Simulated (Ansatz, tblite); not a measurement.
Isomers of H$_{2}$Au$_{2}$⁻ (doublet), found by a short tight-binding search and relaxed with PBE0-D4/def2-TZVPD in Ansatz.

In the def2 sets Au takes a core potential; there is no spin–orbit coupling. The xTB rows come from tblite. Correlated methods freeze no core orbitals; core or outer-core shells of Au are correlated, in sets that lack core-valence functions. In CCSD on the charge -1 doublet the largest single amplitude is 0.18, so its Hartree–Fock determinant may place the open shell otherwise than the density functionals do.

A: At PBE-D4/def2-TZVPD, revPBE-D4/def2-TZVPD, r2SCAN-D4/def2-TZVPD the highest occupied level of the charge -1 doublet lies above zero (up to 0.52 eV). By energy differences its removal costs 2.09 eV (vertical, to the charge 0 singlet, at PBE0-D4/def2-TZVPD).

Other spin states were run for one of them alone.

A:

```xyz
4

Au    0.839   -1.086   -1.649
Au   -0.178    0.368    0.576
H    -0.034    1.202    1.960
H    -0.627   -0.485   -0.887
```

B:

```xyz
4

Au   -1.204    0.356   -0.593
Au    1.204   -0.357    0.592
H     2.608   -0.775    1.281
H    -2.608    0.776   -1.281
```

Question: Estimate which lies lowest at each level, and how far above it the others are (kcal/mol).

Answer: 
| level | A | B |
| --- | --- | --- |
| GFN1-xTB | 18.6 | 0.0 |
| GFN2-xTB | 24.9 | 0.0 |
| HF/def2-TZVPD | 0.0 | 5.2 |
| PBE-D4/def2-TZVPD | 0.0 | 1.6 |
| revPBE-D4/def2-TZVPD | 0.0 | 1.7 |
| r2SCAN-D4/def2-TZVPD | 0.0 | 2.5 |
| PBE0-D4/def2-TZVPD | 0.0 | 2.9 |
| ωB97X-V/def2-TZVPD | 0.0 | 3.8 |
| MP2/def2-TZVPD | 0.0 | 4.1 |
| CCSD/def2-TZVPD | 0.0 | 3.6 |
| CCSD(T)/def2-TZVPD | 0.0 | 3.8 |
Point groups (tolerance 0.1 Å): A not assigned, B D∞h. Lower isomers may exist.
